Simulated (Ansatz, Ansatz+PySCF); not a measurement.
| atom | x (Å) | y (Å) | z (Å) |
| --- | --- | --- | --- |
| N | 0.0000 | 0.0000 | 0.1216 |
| H | 1.1230 | 0.0000 | -0.3648 |
| H | -0.4679 | 0.8105 | -0.2837 |
| H | -0.4679 | -0.8105 | -0.2837 |

Basis set: 6-31G (spherical functions). Frozen core: 1 orbital. Charge 0, multiplicity 1.

Computed with Ansatz (development build ahead of 0.2.0); each method stands on the lowest determinant of its kind that the runs found. Restricted open shells among the atoms or ions are ROHF, correlated in semicanonical orbitals with singles. Restricted functionals stand beside restricted open-shell atoms, which can lie above the unrestricted atoms usual in DFT and then raise those values.

The atomization energy at this shape (free ground-state atoms in the same class of orbitals less the molecule, no zero-point energy) of singlet NH₃:

```tsv
method	atomization energy
PBE0 (restricted)	11.27 eV
PBE0 (unrestricted)	11.24 eV
RHF-CCSD(T)	9.73 eV
RHF-MP2	9.51 eV
UHF-MP2	9.49 eV
UHF	6.88 eV
```

Problem. What does RHF give?

Solution. 6.96 eV. Caution for RHF-CCSD(T), RHF-MP2, UHF-MP2: bonds are stretched, where a single reference can fail.

This basis has no polarisation functions and is too small for such energies, which can lie far from measured ones in either direction.
